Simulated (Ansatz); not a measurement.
This geometry of H$_{3}$SeSi (5 atoms, charge -1, multiplicity 1) is a first-order saddle point.

These are results of Ansatz 0.2.0, RKS PBE/def2-SVP, not measurements.

```xyz
5
Properties=species:S:1:pos:R:3
Si 0.480 -0.996 0.377
Se 0.751 1.263 -0.714
H -0.920 -0.621 0.967
H -0.197 -1.632 -0.887
H -0.113 1.986 0.256
```

(1) Which two structures does it join? (They come from a converged band through this point; their orientation in space is the band's.)

(2) How far does it lie above each of them?

## Answers

(1) No bond is made or broken. The dihedral H3–Si1–Se2–H5 goes from -47 to 134°.

Image 0:

```xyz
5
Properties=species:S:1:pos:R:3
Si 0.285 -1.153 0.242
Se 1.198 1.108 0.065
H -0.971 -0.778 1.094
H -0.529 -1.128 -1.092
H 0.018 1.952 -0.309
```

Image 8:

```xyz
5
Properties=species:S:1:pos:R:3
Si 0.423 -0.866 0.224
Se -0.313 1.428 -0.292
H -0.787 -1.138 1.179
H -0.348 -1.485 -0.988
H 1.025 2.061 -0.123
```

(2) 3.0 kcal/mol above the first and 3.5 kcal/mol above the second. This is the barrier of this one path; another mechanism may lie lower. Limits of this set-up: an anion without diffuse functions.

Run time: 2.4 min on 1 thread of Intel(R) Xeon(R) Processor @ 2.50GHz (Skylake/Cascade Lake), with other jobs on the host, peak memory 0.12 GiB.
